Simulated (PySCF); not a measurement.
# Assigning NMR signals

Geometry:
```
atom   x (Å)   y (Å)   z (Å)
  F1  -0.820  -2.962  -0.004
 Si2  -0.275  -1.564   0.624
  C3  -1.213  -0.076  -0.125
 Si4  -3.019   0.420   0.007
  C5  -0.261   0.572  -0.826
 Si6   1.361  -0.409  -0.593
 Si7   3.140   0.746   0.325
  H8  -0.482  -1.836   2.042
  H9  -3.252   1.664  -0.735
 H10  -3.855  -0.652  -0.539
 H11  -3.334   0.628   1.426
 H12  -0.455   1.475  -1.391
 H13   1.755  -1.036  -1.878
 H14   3.990  -0.145   1.120
 H15   2.701   1.822   1.215
 H16   4.011   1.362  -0.679
```

Calculated, not measured (PySCF): GIAO PBE0/pcSseg-1 shieldings, coordinates at the GFN2-xTB level. Rapidly exchanging positions averaged, one computed conformer, no solvent, non-relativistic.

Scale: ¹³C (186.93 ppm) and ¹H (31.72 ppm) vs TMS (reference shieldings calculated alike).

(1) Assign these signals to the numbered atoms. ¹³C{¹H} NMR (computed): δ 192.9 (C), 187.4 (CH).

(2) Assign these signals to the numbered atoms. ¹H NMR (300 MHz, computed): δ 8.70 (m, 1H), 6.15 (m, 1H), 5.49 (m, 1H), 4.27 (s, 3H), 3.51 (d, 3H).

## Answers

(1) 
192.9 → C3, fully substituted alkene carbon
187.4 → C5, alkene CH

(2) 
| δ (ppm) | atoms | environment | reason |
| --- | --- | --- | --- |
| 8.70 | H12 | hydrogen on an alkene CH | – |
| 6.15 | H8 | hydrogen on a silicon bonded to C, F, Si, in a 4-membered ring | – |
| 5.49 | H13 | hydrogen on a silicon bonded to C, 2 Si, in a 4-membered ring | – |
| 4.27 | H9/H10/H11 | hydrogen on a silicon bonded to C | – |
| 3.51 | H14/H15/H16 | hydrogen on a silicon bonded to Si | – |

Splittings by ¹⁹F in the carbon and heteronuclear signals aren't shown, as no couplings were computed. Shifts are as computed. Against solution values, carbons near 30 ppm lie about +3 ppm off and those near 130 ppm about +5 ppm. Of 1211 compounds with measured shifts, 218 miss one by over three times the rms of a fit or turn the order of signals round; such compounds aren't used in these exercises. Multiplicities follow the n + 1 count of equivalent neighbours, as no J values were calculated; m marks all less simple cases, F and P coupling included.
